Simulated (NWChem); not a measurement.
All runs are NWChem calculations. System: H2Sn, charge 0, spin multiplicity 1, at a geometry optimised with PBE0/def2-SVP with def2 effective core potentials on Sn. The structure started from a generated list of species. Level: PBE/x2c-SVPall-2c, spin-orbit ZORA.

Job file:

```
start mol
memory heap 200 mb stack 900 mb global 1100 mb
geometry units angstroms nocenter noautoz noautosym
  Sn     0.000000     0.000000     0.048357
  H      1.262204     0.000000    -1.208913
  H     -1.262204     0.000000    -1.208913
end
basis spherical
  * library x2c-svpall-2c
end
relativistic
  zora on
end
dft
  xc xpbe96 cpbe96
  semidirect memsize 60000000 filesize 0
  iterations 100
  grid fine
end
task sodft energy
```

NWChem printed:

```
             Northwest Computational Chemistry Package (NWChem) 7.3.0
             --------------------------------------------------------

                                NWChem Input Module
                                -------------------

 Scaling coordinates for geometry "geometry" by  1.889725989
 (inverse scale =  0.529177249)

                             Geometry "geometry" -> ""
                             -------------------------

 Output coordinates in angstroms (scale by  1.889725989 to convert to a.u.)

  No.       Tag          Charge          X              Y              Z
 ---- ---------------- ---------- -------------- -------------- --------------
    1 Sn                  50.0000     0.00000000     0.00000000     0.04835700
    2 H                    1.0000     1.26220400     0.00000000    -1.20891300
    3 H                    1.0000    -1.26220400     0.00000000    -1.20891300

 Effective nuclear repulsion energy (a.u.)      29.9129753680

            Nuclear Dipole moment (a.u.)
            ----------------------------
        X                 Y               Z
 ---------------- ---------------- ----------------
     0.0000000000     0.0000000000     0.0000453534


 Summary of "ao basis" -> "" (spherical)
 ------------------------------------------------------------------------------
       Tag                 Description            Shells   Functions and Types
 ---------------- ------------------------------  ------  ---------------------
 *                       x2c-svpall-2c                on all atoms

  pbe96 is a nonlocal functional; adding pw91lda local functional.

                                 NWChem DFT Module
                                 -----------------

 Summary of "ao basis" -> "ao basis" (spherical)
 ------------------------------------------------------------------------------
       Tag                 Description            Shells   Functions and Types
 ---------------- ------------------------------  ------  ---------------------
 Sn                      x2c-svpall-2c              18       50   6s8p4d
 H                       x2c-svpall-2c               3        5   2s1p
[...]
  ----     -------------------  ------------         ----     -------------------  ------------
    83     0.000000  -0.668224  1 Sn py                80     0.000000  -0.457675  1 Sn py
    74    -0.000000   0.364714  1 Sn py                71     0.000000  -0.148161  1 Sn py
    68    -0.000000   0.051305  1 Sn py                12     0.041866  -0.000000  1 Sn pz
    70     0.035993  -0.000000  1 Sn px                 5     0.035495   0.000000  1 Sn s

 Vector   55  Occ=0.000000D+00  E=-3.540162D-03
              MO Center=  1.1D-07, -6.0D-09,  1.1D-02, r^2= 3.7D+00
  Bfn.         Coefficient        Function           Bfn.         Coefficient        Function
  ----     -------------------  ------------         ----     -------------------  ------------
    22    -1.017980  -0.401978  1 Sn px                52     0.678804   0.268045  2 H  s
    57    -0.678804  -0.268045  3 H  s                 19    -0.274252  -0.108296  1 Sn px
    13     0.223789   0.088369  1 Sn px                51     0.192006   0.075819  2 H  s
    56    -0.192006  -0.075819  3 H  s                 39    -0.145461  -0.057439  1 Sn d  1
    10    -0.086943  -0.034332  1 Sn px                44     0.066877   0.026408  1 Sn d  1

   alpha - beta orbital overlaps
   -----------------------------

   alpha      1      2      3      4      5      6      7      8      9     10
    beta      1      2      3      4      5      5      7      8      9     10
 overlap   1.166  1.508  1.771  1.774  0.862  0.236  1.257  1.256  1.258  1.663

   alpha     11     12     13     14     15     16     17     18     19     20
    beta     11     12     13     14     15      7      8      9     19     14
 overlap   1.667  1.664  1.275  1.213  1.290  0.008  0.008  0.008  0.099  0.080

   alpha     21     22     23     24     25     26     27     28     29     30
    beta     21     13     14      5      7      8      9      7      8      9
 overlap   0.119  0.082  0.020  0.131  0.018  0.019  0.018  0.070  0.072  0.070

   alpha     31     32     33     34     35     36     37     38     39     40
    beta     31     32     33     34     35     36     37     38     39     40
 overlap   1.126  1.126  1.126  1.127  1.126  1.087  1.087  1.088  1.094  1.088

   alpha     41     42     43     44     45     46     47     48     49     50
    beta     36     37     38     39     40     36     37     38     39     40
 overlap   0.042  0.041  0.040  0.032  0.040  0.022  0.022  0.022  0.022  0.022

   alpha     51     52     53     54     55     56     57     58     59     60
    beta     51     51     51     36      5     56     56     56     36      5
 overlap   0.176  0.115  0.005  0.002  0.006  0.176  0.115  0.005  0.002  0.006

     --------------------------
     Expectation value of S2:
     --------------------------
      <S2> =      0.0192 (Exact =     0.0000)

     Multipole analysis of the density
     ---------------------------------

     L   x y z        total         alpha         beta         nuclear
     -   - - -        -----         -----         ----         -------
     0   0 0 0     -0.000000    -26.000000    -26.000000     52.000000

     1   1 0 0      0.000000      0.000000      0.000000      0.000000
     1   0 1 0     -0.000000     -0.000000     -0.000000      0.000000
     1   0 0 1      0.205584      0.102769      0.102769      0.000045

     2   2 0 0    -22.106762    -16.742654    -16.742654     11.378546
     2   1 1 0     -0.000000     -0.000000     -0.000000      0.000000
     2   1 0 1     -0.000000     -0.000000     -0.000000      0.000000
     2   0 2 0    -17.787992     -8.893996     -8.893996      0.000000
     2   0 1 1     -0.000000     -0.000000     -0.000000      0.000000
     2   0 0 2    -23.340574    -17.098057    -17.098057     10.855540

 Task  times  cpu:        6.0s     wall:        6.0s

 Total times  cpu:        6.0s     wall:        6.0s
```
